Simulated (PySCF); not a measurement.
Assignment exercise: C8H10O

Mapped SMILES: `[CH3:1][O:2][c:3]1[cH:4][cH:5][cH:6][c:7]([CH3:8])[cH:9]1`; H(Xn) means a hydrogen on atom n.

Calculated, not measured (PySCF): shielding tensors at PBE0/pcSseg-1 (GIAO), geometry from GFN2-xTB. No solvent, non-relativistic, a single conformation, averaged over atoms made equivalent by symmetry, fast rotation or ring inversion.

Shifts are taken against calculated references (same method and geometry level): $^{13}$C (σref 186.93), $^{1}$H (σref 31.72) against TMS.

(1) Assign these signals to the numbered atoms. $^{13}$C{$^{1}$H} NMR (computed): δ 167.0, 145.0, 134.6, 126.0, 123.5, 109.3, 55.6, 24.0.

(2) Assign these signals to the numbered atoms. $^{1}$H NMR (300 MHz, computed): δ 7.48 (m, 1H), 7.09 (s, 1H), 7.00 (d, 1H), 6.57 (d, 1H), 3.90 (s, 3H), 2.46 (s, 3H).

Answers

(1) 
| δ (ppm) | atoms | environment | reason |
| --- | --- | --- | --- |
| 167.0 | C3 | aromatic carbon bearing oxygen | an ipso carbon deshielded by its heteroatom |
| 145.0 | C7 | substituted aromatic carbon | – |
| 134.6 | C5 | aromatic CH | the aromatic region |
| 126.0 | C6 | aromatic CH | – |
| 123.5 | C9 | aromatic CH | – |
| 109.3 | C4 | aromatic CH | it is ortho or para to a lone-pair donor and shielded by resonance |
| 55.6 | C1 | methyl carbon bonded to O | the inductive effect lowers its shielding |
| 24.0 | C8 | methyl carbon on an aromatic ring | aliphatic region, no heteroatom directly attached |

(2) 
| δ (ppm) | atoms | environment | reason |
| --- | --- | --- | --- |
| 7.48 | H(C5) | hydrogen on an aromatic CH | it sits in the deshielding region of the aromatic ring current |
| 7.09 | H(C9) | hydrogen on an aromatic CH | – |
| 7.00 | H(C6) | hydrogen on an aromatic CH | – |
| 6.57 | H(C4) | hydrogen on an aromatic CH | – |
| 3.90 | H(C1) | hydrogen on a methyl carbon bonded to O | its carbon carries O, hence the downfield position |
| 2.46 | H(C8) | hydrogen on a methyl carbon on an aromatic ring | benzylic-type position, deshielded by the ring |

H(C9) and H(C6) lie closer than the usual error of such a calculation, so a measured spectrum could show them in the other order.

Shifts are as computed. Against solution values, carbons near 30 ppm lie about +3 ppm off and those near 130 ppm about +5 ppm. Of 1211 compounds with measured shifts, 218 miss one by over three times the rms of a fit or turn the order of signals round; such compounds aren't used in these exercises. No couplings were computed; multiplicities are counted from neighbouring protons, with m where these are inequivalent, close in shift, in a saturated or five-membered ring or joined by F or P, and br s for small geminal =CH2 splittings.
